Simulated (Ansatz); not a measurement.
The same path of C2H7Ge + ClH (12 atoms, charge 0, multiplicity 2) was run twice with different band settings.

All numbers below come from UKS PBE/def2-SVP in Ansatz.

Relaxed end points:

```xyz
12
Properties=species:S:1:pos:R:3
Ge -0.119 0.193 -0.132
H 0.181 -0.278 2.028
C 1.791 0.175 -0.621
H 2.329 -0.557 0.012
H 1.901 -0.118 -1.686
H 2.241 1.176 -0.475
H -0.863 1.437 -0.719
C -1.032 -1.496 -0.582
H -2.124 -1.403 -0.425
H -0.841 -1.753 -1.645
H -0.644 -2.309 0.062
Cl 0.676 -1.108 2.975
```

```xyz
12
Properties=species:S:1:pos:R:3
Ge -0.021 0.051 -0.043
H 0.117 -0.171 2.075
C 1.833 0.113 -0.711
H 2.392 -0.779 -0.370
H 1.824 0.126 -1.822
H 2.349 1.022 -0.349
H -0.805 1.357 -0.392
C -0.982 -1.560 -0.649
H -2.011 -1.578 -0.239
H -1.039 -1.560 -1.758
H -0.447 -2.471 -0.318
Cl 0.285 -0.590 3.368
```

Common settings: spring 5.0 eV/Å²; optimiser quadratic models (default); start path through a guess of the saddle point; force threshold 0.05 eV/Å; iteration limit 60; end points relaxed.

| run | movable images | climbing image |
| --- | --- | --- |
| 1 | 5 | yes |
| 2 | 4 | no |

(1) What does each run give, and how far can it be trusted?

Results:

(1) Run 1: converged after 13 iterations, highest image 0.013 eV above the first end. The highest image is an end point: on this band no image between the ends rises above it.
Run 2: converged after 12 iterations, highest image 0.013 eV above the first end. The highest image is an end point: on this band no image between the ends rises above it.
